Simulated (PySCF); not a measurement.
Electron correlation in S⁺ (sulfur, charge +1)

[Ne] 3s2 3p3, high-spin 4S determinant. All numbers are calculated (PySCF 2.14, no relativity, point nucleus, in dyall-av2z (13s9p2d, 50 functions)). Frozen: [Ne]; 5 electrons correlated; the 16 highest virtual orbitals of each spin left out.

| level | correlation energy (mhartree) |
| --- | --- |
| CCSD | -91.62 |
| (T) | -1.30 |
| CCSD(T) | -92.92 |
| CCSDT | -93.21 |

Diagnostics: T1 = 0.0020, D1 = 0.0059, largest double amplitude 0.052.

Task: Is a single reference adequate?

Result: Yes: T1 lies below 0.03 and no double amplitude reaches 0.07.
